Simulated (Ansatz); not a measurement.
Basis sets compared for the cluster Cs3. Total charge 0; doublet. Geometry PBE/def2-TZVP. Ansatz on 4 threads of Arm Neoverse V2 on a shared host; times are rough, and most runs start from earlier orbitals.

```xyz
3

Cs    0.981    0.043    3.197
Cs   -0.040    2.344   -1.050
Cs   -0.941   -2.388   -2.147
```

In the def2 sets Cs takes a core potential; there is no spin–orbit coupling. At r2SCAN/def2-TZVP, r2SCAN/def2-TZVPD the charge 0 doublet is spin-contaminated (final ⟨S²⟩ up to 0.89, 0.75 for a pure state). The structure comes from a short search, and lower isomers may exist.

Binding counts from free atoms (Cs doublet) in the same basis, without a counterpoise term.

| level | functions | energy (Eh) | HOMO (eV) | LUMO (eV) | binding per atom (eV) | wall time |
| --- | --- | --- | --- | --- | --- | --- |
| PBE/def2-SVP | 72 | -60.4675 | -1.97 | -1.67 | 0.24 | 2.1 s |
| PBE/def2-TZVP | 87 | -60.4683 | -1.96 | -1.66 | 0.24 | 2.5 s |
| r2SCAN/def2-TZVP | 87 | -60.4658 | -2.04 | -1.45 | 0.18 | 13 s |
| PBE0/def2-SVP | 72 | -60.4426 | -2.27 | -1.27 | 0.21 | 2.3 s |
| PBE0/def2-TZVP (with forces) | 87 | -60.4434 | -2.27 | -1.25 | 0.21 | 30 s |

Problem. Estimate the rows for PBE/def2-TZVPD, r2SCAN/def2-TZVPD, PBE0/def2-TZVPD.

Solution. 
```csv
level,functions,energy (Eh),HOMO (eV),LUMO (eV),binding per atom (eV),wall time
PBE/def2-TZVPD,96,-60.4690,-1.96,-1.65,0.25,2.5 s
r2SCAN/def2-TZVPD,96,-60.4666,-2.02,-1.46,0.19,15 s
PBE0/def2-TZVPD,96,-60.4441,-2.26,-1.24,0.22,3.2 s
```
